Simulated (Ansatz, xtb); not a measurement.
Ranking isomers of C5H8O2

8 gas-phase structures of C5H8O2, from a drawn sample of its isomers (lower ones may exist). Each was relaxed with GFN2-xTB; where two conformers were screened, the lower at r2SCAN-D4/def2-SVP//GFN2-xTB is listed:

A. `C[C@@H]1C[C@@H](C=O)O1`, a singlet
B. `C[C@@H]1OC[C@@H]1C=O`, a singlet
C. `C[C@@H]1C[C@H](C=O)O1`, a singlet
D. `C[C@@H]1OC[C@H]1C=O`, a singlet
E. `CC1(C=O)COC1`, a singlet
F. `C[C@@H]1CO[C@H]1C=O`, a singlet
G. `C[C@@]1(C=O)CCO1`, a singlet
H. `C[C@@H]1CO[C@@H]1C=O`, a singlet

Q: Estimate their order in r2SCAN-D4/def2-SVP//GFN2-xTB energy at these geometries, lowest first.

A: Calculated order at r2SCAN-D4/def2-SVP//GFN2-xTB: G (0.000), C (0.013), A (0.017), D (0.057), B (0.057), E (0.129), F (0.146), H (0.158) eV. Less than 1 kcal/mol parts G and C; C and A; A and D; D and B; E and F; F and H, so the order within those pairs means little.

Energies above the lowest of each column, in eV; the last columns are at r2SCAN-D4/def2-SVP geometries and were run for some of them only (a dash: not run or not comparable):

```json
{"structure": "G", "GFN2-xTB": "0.000", "HF/STO-3G": "0.009", "r2SCAN-D4/def2-SVP//GFN2-xTB": "0.000", "r2SCAN-D4/def2-SVP": "0.000", "CCSD(T)/def2-SVP + ΔMP2/def2-TZVPP": "0.000"}
{"structure": "C", "GFN2-xTB": "0.003", "HF/STO-3G": "0.010", "r2SCAN-D4/def2-SVP//GFN2-xTB": "0.013", "r2SCAN-D4/def2-SVP": "0.024", "CCSD(T)/def2-SVP + ΔMP2/def2-TZVPP": "0.026"}
{"structure": "A", "GFN2-xTB": "0.007", "HF/STO-3G": "0.000", "r2SCAN-D4/def2-SVP//GFN2-xTB": "0.017", "r2SCAN-D4/def2-SVP": "0.039", "CCSD(T)/def2-SVP + ΔMP2/def2-TZVPP": "0.038"}
{"structure": "D", "GFN2-xTB": "0.020", "HF/STO-3G": "0.019", "r2SCAN-D4/def2-SVP//GFN2-xTB": "0.057", "r2SCAN-D4/def2-SVP": "0.083", "CCSD(T)/def2-SVP + ΔMP2/def2-TZVPP": "0.081"}
{"structure": "B", "GFN2-xTB": "0.056", "HF/STO-3G": "0.057", "r2SCAN-D4/def2-SVP//GFN2-xTB": "0.057", "r2SCAN-D4/def2-SVP": "0.077", "CCSD(T)/def2-SVP + ΔMP2/def2-TZVPP": "0.102"}
{"structure": "E", "GFN2-xTB": "0.082", "HF/STO-3G": "0.110", "r2SCAN-D4/def2-SVP//GFN2-xTB": "0.129", "r2SCAN-D4/def2-SVP": "0.143", "CCSD(T)/def2-SVP + ΔMP2/def2-TZVPP": "0.140"}
{"structure": "F", "GFN2-xTB": "0.052", "HF/STO-3G": "0.083", "r2SCAN-D4/def2-SVP//GFN2-xTB": "0.146", "r2SCAN-D4/def2-SVP": "–", "CCSD(T)/def2-SVP + ΔMP2/def2-TZVPP": "–"}
{"structure": "H", "GFN2-xTB": "0.077", "HF/STO-3G": "0.112", "r2SCAN-D4/def2-SVP//GFN2-xTB": "0.158", "r2SCAN-D4/def2-SVP": "–", "CCSD(T)/def2-SVP + ΔMP2/def2-TZVPP": "–"}
```

Every level run on G puts it lowest or level with the lowest. Flexible structures stand in one conformer each, not always the lowest. Frequencies (GFN2-xTB) were run for A, B, C, D, E, G alone. ΔMP2 is the change of the MP2 energy from the smaller to the larger basis.

Over these structures GFN2-xTB departs from r2SCAN-D4/def2-SVP//GFN2-xTB by 0.030 eV on average once a common shift is removed. A GFN2-xTB relaxation took about 1.2 s and the r2SCAN-D4/def2-SVP//GFN2-xTB energy about 10 s on a shared host (Ansatz 0.2.0, xtb 6.7.1).
